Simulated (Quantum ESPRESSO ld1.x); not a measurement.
Problem. Eu XXIX, configuration [Ar] 3d10 4s2 4p5. Method: scalar-relativistic Kohn-Sham, LDA (Slater exchange, Perdew-Zunger correlation), spin-polarised, spherical densities, point nucleus; open shells are filled with parallel spins first; computed with ld1.x of Quantum ESPRESSO 7.5. Some entries of the table are withheld. Estimate them.

orbital,occ.,eigenvalue (eV),<r> (bohr)
1s up,1,-49304.3,0.02233
1s down,1,-49303.6,0.02233
2s up,1,-8911.65,0.09509
2s down,1,-8911.19,0.09509
2p up,3,-8051.09,0.08383
2p down,3,-8050.45,0.08383
3s up,1,-2679.92,0.2473
3s down,1,-2679.20,0.2473
3p up,3,-2411.88,0.2450
3p down,3,-2411.10,0.2450
3d up,5,-2059.37,0.2220
3d down,5,-2058.64,0.2219
4s up,1,-1173.01,0.5132
4s down,1,-1170.33,0.5133
4p up,3,(1),0.5271
4p down,2,(2),0.5272
4d up,0,-941.808,0.5317
4d down,0,-939.258,0.5318
5s up,0,-653.389,0.8909
5s down,0,-652.278,0.8921

Solution. 
(1) 4p up eigenvalue (eV): -1074.63
(2) 4p down eigenvalue (eV): -1071.97
